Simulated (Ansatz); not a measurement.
Start from `[CH3][AlH][I]` and change one atom or group to get `[AlH2][I]`.

Ansatz, PBE0-D4/def2-TZVP geometries, multiplicity 1. 

Elements past krypton have def2 core potentials.

```csv
property,`[CH3][AlH][I]`
size of the dipole moment (ωB97M-V/def2-TZVPP) / D,1.85
HOMO–LUMO gap (ωB97M-V/def2-TZVPP) / eV,9.80
HOMO energy (B3LYP/def2-TZVPP) / eV,-7.24
LUMO energy (B3LYP/def2-TZVPP) / eV,-1.61
LUMO energy (PBE0/def2-TZVPP) / eV,-1.42
size of the dipole moment (PBE/def2-TZVPP) / D,1.69
```

(1) Give the same properties after the change, and the shifts. (An estimate is asked.)

Results:

(1) The calculation gave: 
| property | `[AlH2][I]` | shift |
| --- | --- | --- |
| size of the dipole moment (ωB97M-V/def2-TZVPP) / D | 1.09 | -0.76 |
| HOMO–LUMO gap (ωB97M-V/def2-TZVPP) / eV | 9.53 | -0.27 |
| HOMO energy (B3LYP/def2-TZVPP) / eV | -7.43 | -0.19 |
| LUMO energy (B3LYP/def2-TZVPP) / eV | -2.07 | -0.46 |
| LUMO energy (PBE0/def2-TZVPP) / eV | -1.88 | -0.46 |
| size of the dipole moment (PBE/def2-TZVPP) / D | 0.83 | -0.86 |

With PBE0 the HOMO falls by 0.19 eV and the LUMO falls by 0.46 eV, so the gap narrows by about 0.27 eV. PBE moves the HOMO by -0.20 eV and ωB97M-V by -0.18 eV. Dipoles are sizes alone; their direction can turn.

B3LYP here is the variant with VWN-RPA as its local correlation; programs differ in this.

Spin–orbit coupling is left out; it splits and shifts lone-pair levels of the heavy atoms by tenths of an eV.
